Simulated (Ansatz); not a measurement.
Isolated molecules relaxed with PBE0-D4/def2-TZVP in Ansatz; ΔE leaves out vibrations. CCSD(T)/CBS is the MP2 limit (def2-TZVPP, def2-QZVPP) plus CCSD(T) − MP2 in def2-TZVPP, frozen cores. This one scheme is used for every species. Functionals use def2-TZVPP. HSE06 is defined as in plane-wave codes. One conformer a species, not always the lowest.

Reaction (ligand exchange at the Si–C bond): `C=C[SiH2]BF` + HCl → `FB[SiH2]Cl` + ethylene

| level | ΔE (kJ/mol) | difference from CCSD(T)/CBS |
| --- | --- | --- |
| B97M-V | -96.4 | -3.5 |
| r2SCANh-D4 | -95.6 | -2.7 |
| CAM-B3LYP-D4 | -94.2 | -1.3 |
| ωB97X-V | -94.5 | -1.6 |
| PBE | -92.3 | 0.6 |
| HSE06 | -94.8 | -1.9 |
| LC-ωPBE | -94.8 | -1.9 |
| RPA@PBE/def2-TZVPP | -86.2 | 6.7 |
| HF/def2-SVP | -101.5 | -8.6 |
| CCSD/def2-SVP | -87.6 | 5.3 |
| MP2/def2-TZVPP | -92.8 | 0.1 |
| CCSD/def2-TZVPP | -91.5 | 1.4 |
| CCSD(T)/def2-TZVPP | -89.2 | 3.7 |
| MP2/def2-QZVPP | -95.0 | -2.1 |
| SCS-MP2/def2-QZVPP | -96.3 | -3.4 |
| CCSD/CBS(def2) | -95.1 | -2.2 |
| CCSD(T)/CBS | -92.9 | 0 |

What do rigid-rotor, harmonic-oscillator terms from PBE0-D4/def2-TZVP frequencies (298.15 K, 1 bar) make of the CCSD(T)/CBS value? (Best estimate.)

The calculation gave: ΔZPE = +9.2 kJ/mol, ΔH = -85.8 kJ/mol, ΔS = 5 J/(mol·K), ΔG = -87.4 kJ/mol.

Largest T1 diagnostic among the species: 0.014.

In def2-TZVPP, CCSD(T) changes the Hartree–Fock value by +18.6 kJ/mol (the triples alone add +2.3 kJ/mol) and MP2 by +15.0 kJ/mol. From BLYP to BHLYP (50 % exact exchange), in def2-TZVPP and without D4, ΔE moves by −3.8 kJ/mol.

CCSD(T)/CBS has its own doubt, a few kJ/mol and more with outer-core shells, so smaller differences from it don't rank the levels.
